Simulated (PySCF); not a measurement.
Vertical excitations of a molecule C₃H₇BO from TDA-PBE/def2-SVPD (PySCF), as energy in eV (oscillator strength): 5.98 (0.001), 6.09 (0.020), 6.60 (0.008), 6.72 (0.070), 6.98 (0.032), 7.31 (0.003), 7.35 (0.002), 7.42 (0.012), 7.53 (0.005), 7.55 (0.031). Lowest triplet (TDA): 5.42 eV. Geometry optimised at PBE0-D3(BJ)/def2-SVP. Other conformers were not sampled.

Which molecule gave these data?
(A) CB1CCO1
(B) C=CB(C)O
(C) OB1CCC1
(D) C=CBOC

C, OB1CCC1
